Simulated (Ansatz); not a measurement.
System: C$_{2}$H$_{5}$GeO$_{2}$ (charge 0, doublet). It need not be the lowest isomer of its formula. 
Geometry from a B3LYP-D3(BJ)/def2-TZVP (Ansatz, an electronic-structure program) optimisation:
```
O
C 1 1.3424
O 2 1.2234 1 122.23
C 2 1.4432 3 123.62 1 -180.00
H 4 1.0790 2 118.40 3 0.00
H 4 1.0794 5 120.70 2 180.00
Ge 1 1.8404 2 114.71 3 0.00
H 7 1.5302 1 108.89 2 62.07
H 7 1.5302 8 113.44 1 121.41
H 7 1.5336 8 112.23 9 128.50
```
Charge 0, spin multiplicity 2.

Total electronic energies in hartree. Correlated levels leave the core frozen unless marked. Open shells are spin-unrestricted. No spin-orbit coupling. The frozen core is the preceding noble-gas configuration, with the filled d and f shells of earlier blocks. Non-relativistic. Basis-set limits of correlation are two-point, X^-3; Hartree-Fock from the larger set.

```csv
level,program,energy (Eh)
HF/6-31G,Ansatz,-2303.27621
PBE/def2-TZVPD,Ansatz,-2306.16187
BLYP/def2-TZVPD,Ansatz,-2306.73872
revPBE/def2-TZVPD,Ansatz,-2306.50889
B97M-V/def2-TZVPD,Ansatz,-2306.31130
B3LYP-D3(BJ)/def2-TZVPD,Ansatz + dftd3,-2306.80227
HSE06-D4/def2-TZVPD,Ansatz + dftd4,-2306.21560
LC-wPBE-D3(BJ)/def2-TZVPD,Ansatz + dftd3,-2306.33145
wB97X-V/def2-TZVPD,Ansatz,-2306.47443
MP2/cc-pVDZ,Ansatz,-2304.41440
"MP2/CBS(cc-pVTZ,cc-pVQZ)",Ansatz,-2304.8706
SCS-MP2/STO-3G,Ansatz,-2277.34552
SCS-MP2/cc-pVTZ,Ansatz,-2304.72887
CCSD(T)/cc-pVTZ,Ansatz,-2304.80872
"CCSD(T)/CBS(cc-pVTZ,cc-pVQZ)",Ansatz,-2304.9339
```

Totals of different functionals don't rank their quality; only differences between species are comparable.
